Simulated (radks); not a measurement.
Results of a calculation; reference values are marked as such.
Coulomb parameter of the 5d shell of neutral rhenium in the model configuration [Xe] 4f14 5d3.5 6s2 6p1.5, as a second difference U = [E(n + 0.5) + E(n - 0.5) - 2 E(n)] / (0.5)^2 with all orbitals relaxed. "Bare": the charge of the atom changes with n. "Screened": the 6p shell takes up the change at fixed total charge, which measures U(5d,5d) + U(6p,6p) - 2 U(5d,6p). Level of theory: Dirac Kohn-Sham, PBE, spin-unpolarised, spherical densities, finite nucleus; open shells are shared between the two j in proportion to 2j + 1; Fermi nuclear charge, rms radius 5.3698 fm (a radial shooting solver on a logarithmic mesh with Libxc functionals).

case                       configuration  E - E(n) (eV)
start          [Xe] 4f14 5d3.5 6s2 6p1.5          0.000
bare +0.5        [Xe] 4f14 5d4 6s2 6p1.5         -3.951
bare -0.5        [Xe] 4f14 5d3 6s2 6p1.5          6.157
screened +0.5      [Xe] 4f14 5d4 6s2 6p1         -3.276
screened -0.5      [Xe] 4f14 5d3 6s2 6p2          3.804

U(bare) = 8.824 eV, U(screened by 6p) = 2.113 eV, against the Slater integral F0(5d,5d) = 13.737 eV with frozen orbitals. The step up makes a negative ion, whose loosely bound charge lowers the bare value.
